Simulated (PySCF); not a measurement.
```xyz
5

N      1.2039     0.2061    -0.2679
C      0.0067     0.1470     0.0028
N     -1.1807     0.3043     0.2775
H      1.8575    -0.4177     0.2030
H     -1.8873    -0.2396    -0.2153
```

Charge 0, multiplicity 1.

**Question.** Give the Mulliken and meta-Löwdin atomic charges from PySCF with PBE-D3(BJ)/def2-TZVP.

**Answer.** 
| atom | Mulliken (e) | meta-Löwdin (e) |
|---|---|---|
| N1 | -0.29 | -0.40 |
| C2 | 0.08 | 0.28 |
| N3 | -0.29 | -0.40 |
| H4 | 0.25 | 0.26 |
| H5 | 0.25 | 0.26 |
